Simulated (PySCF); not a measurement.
[V(H2O)3]2+: V(II) (d3), charge +2. The structure is a model geometry with rigid ligands and bond lengths from ionic radii, not a minimum; coordination trigonal planar, point group D3h, metal–donor distances 1.97 Å.

Method (PySCF 2.14, density fitting): CASSCF(3,5) with orbitals averaged over all microstates of the shell, strongly contracted NEVPT2 on the averaged canonical orbitals; basis x2c-TZVPall on the metal, x2c-SVPall elsewhere; spin-free X2C; gas phase; spin-orbit coupling by state interaction with the mean-field operator over all roots.

CASSCF energies above the lowest CASSCF root:

```json
{"state": "4A1''", "CASSCF / cm⁻¹": "0"}
{"state": "4A2''", "CASSCF / cm⁻¹": "192"}
{"state": "4E'", "CASSCF / cm⁻¹": "504"}
{"state": "4A2'", "CASSCF / cm⁻¹": "998"}
{"state": "4E''", "CASSCF / cm⁻¹": "1818"}
{"state": "4A2'", "CASSCF / cm⁻¹": "12020"}
{"state": "2E''", "CASSCF / cm⁻¹": "13736"}
{"state": "2A1'", "CASSCF / cm⁻¹": "13866"}
{"state": "2E'", "CASSCF / cm⁻¹": "14162"}
{"state": "2A2''", "CASSCF / cm⁻¹": "14345"}
{"state": "2A1''", "CASSCF / cm⁻¹": "14500"}
{"state": "2A2'", "CASSCF / cm⁻¹": "14828"}
{"state": "2E'", "CASSCF / cm⁻¹": "15338"}
{"state": "2E''", "CASSCF / cm⁻¹": "15385"}
{"state": "2E'", "CASSCF / cm⁻¹": "16652"}
{"state": "2E''", "CASSCF / cm⁻¹": "16986"}
{"state": "4E''", "CASSCF / cm⁻¹": "17057"}
{"state": "2A1''", "CASSCF / cm⁻¹": "19109"}
{"state": "2E'", "CASSCF / cm⁻¹": "19152"}
{"state": "2A2''", "CASSCF / cm⁻¹": "19488"}
{"state": "2A2'", "CASSCF / cm⁻¹": "19596"}
{"state": "2A1'", "CASSCF / cm⁻¹": "22779"}
```

How does dynamic correlation (SC-NEVPT2) move these states?


| state | NEVPT2 / cm⁻¹ | shift / cm⁻¹ |
| --- | --- | --- |
| 4A1'' | 0 | 0 |
| 4A2'' | 143 | -48 |
| 4E' | 1382 | +878 |
| 4A2' | 682 | -316 |
| 4E'' | 1874 | +56 |
| 4A2' | 9991 | -2029 |
| 2E'' | 12350 | -1386 |
| 2A1' | 12468 | -1398 |
| 2E' | 12467 | -1695 |
| 2A2'' | 12766 | -1580 |
| 2A1'' | 12878 | -1622 |
| 2A2' | 13509 | -1319 |
| 2E' | 14379 | -959 |
| 2E'' | 13934 | -1451 |
| 2E' | 15076 | -1576 |
| 2E'' | 14372 | -2614 |
| 4E'' | 15030 | -2027 |
| 2A1'' | 17670 | -1440 |
| 2E' | 15972 | -3181 |
| 2A2'' | 18041 | -1447 |
| 2A2' | 17554 | -2042 |
| 2A1' | 19447 | -3332 |

The geometry is a model, and the complex may not exist in this form. 4A2'' (143 cm⁻¹) lies within 300 cm⁻¹ of 4A1'' at NEVPT2 level, inside the method's error: their order is undecided.
